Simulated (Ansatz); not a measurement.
Start from `C[S][GeH]([F])[Cl]` and change one atom or group to get `C[NH][GeH]([F])[Cl]`.

Ansatz, PBE0-D4/def2-TZVP geometries, multiplicity 1. Each molecule was computed in one conformer, which needn't be the lowest.

Scalar relativity is left out up to krypton.

```tsv
property	`C[S][GeH]([F])[Cl]`
ideal-gas entropy at 298 K and 1 bar (rigid rotor, harmonic PBE0-D4/def2-TZVP) / J/(mol·K)	380
LUMO energy (ωB97M-V/def2-TZVPP) / eV	1.09
HOMO–LUMO gap (ωB97M-V/def2-TZVPP) / eV	10.84
HOMO–LUMO gap (B3LYP/def2-TZVPP) / eV	6.19
LUMO energy (B3LYP/def2-TZVPP) / eV	-1.12
LUMO energy (PBE/def2-TZVPP) / eV	-1.76
```

Give the same properties after the change, and the shifts. (Best estimate.)

The calculation gave: 
```
                                                                                  property  `C[NH][GeH]([F])[Cl]`  shift
ideal-gas entropy at 298 K and 1 bar (rigid rotor, harmonic PBE0-D4/def2-TZVP) / J/(mol·K)                    368    -12
                                                     LUMO energy (ωB97M-V/def2-TZVPP) / eV                   1.96   0.87
                                                   HOMO–LUMO gap (ωB97M-V/def2-TZVPP) / eV                  11.82   0.98
                                                     HOMO–LUMO gap (B3LYP/def2-TZVPP) / eV                   6.97   0.78
                                                       LUMO energy (B3LYP/def2-TZVPP) / eV                  -0.32   0.80
                                                         LUMO energy (PBE/def2-TZVPP) / eV                  -1.00   0.76
```

The zero-point energy changes by 40.0 kJ/mol with +3 modes. Modes under 60 cm⁻¹, often nearly free rotors, make the harmonic entropy too high.

Positive LUMOs are unbound, so they and the gaps depend on the basis.

B3LYP here is the variant with VWN-RPA as its local correlation; programs differ in this.
